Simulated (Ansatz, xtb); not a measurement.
**Two structures of CHCuO**

We compare X, a singlet given by its coordinates, with Y, a singlet given by its coordinates. Both are isolated molecules in the gas phase, relaxed with B3LYP-D3(BJ)/def2-SVP.

X (Å):

```csv
atom,x (Å),y (Å),z (Å)
C,0.0000,0.0000,-2.2273
Cu,0.0000,0.0000,0.9160
O,0.0000,0.0000,-1.0897
H,0.0000,0.0000,2.4010
```

Close contacts (Å): C1–O3 1.14, Cu2–O3 2.01, Cu2–H4 1.48.

Y (Å):

```xyz
4

C     0.0000    0.0000   -1.0305
Cu    0.0000    0.0000    0.8337
O     0.0000    0.0000   -2.1625
H     0.0000    0.0000    2.3594
```

Close contacts (Å): C1–Cu2 1.86, C1–O3 1.13, Cu2–H4 1.53.

Q: Estimate E(Y) − E(X) at the level CCSD(T)/def2-TZVPP.

A: Calculated at CCSD(T)/def2-TZVPP: E(Y) − E(X) = −19.1 kcal/mol, so structure Y lies lower.

Level by level:

| level | geometry | E(Y) − E(X) (kcal/mol) | departure from the last row (kcal/mol) | job, with rough time for the two |
| --- | --- | --- | --- | --- |
| GFN2-xTB | GFN2-xTB | −17.5 | +1.7 | optimisation, 0.18 s |
| HF/STO-3G | GFN2-xTB | −62.6 | −43.5 | single point, 12 s |
| r2SCAN-D4/def2-SVP | GFN2-xTB | −32.1 | −13.0 | single point, 5.9 s |
| B3LYP-D3(BJ)/def2-SVP | B3LYP-D3(BJ)/def2-SVP | −19.2 | −0.1 | optimisation, 37 s |
| HF/def2-TZVPP | B3LYP-D3(BJ)/def2-SVP | −4.5 | +14.6 | part of the CCSD(T) run |
| MP2/def2-TZVPP | B3LYP-D3(BJ)/def2-SVP | −27.1 | −7.9 | part of the CCSD(T) run |
| CCSD(T)/def2-TZVPP | B3LYP-D3(BJ)/def2-SVP | −19.1 |  | single point, 49 s |

None of the levels shown reverses the order. The largest departure from CCSD(T)/def2-TZVPP is that of HF/STO-3G, 43.5 kcal/mol.

With harmonic frequencies from B3LYP-D3(BJ)/def2-SVP (ideal gas, rigid rotor, one conformer each, 298.15 K, 1 atm): the zero-point term adds +0.6 kcal/mol; ΔH is −18.9 and ΔG −18.0 kcal/mol.

The T1 diagnostic of structures X and Y is large, so the coupled-cluster value is less sure. The correlated steps freeze 7 core orbitals; the last core shell of Cu is correlated, in a basis made for valence electrons. Run with Ansatz 0.2.0, xtb 6.7.1; the last row on 1 thread of Arm Neoverse N1 on a shared host.
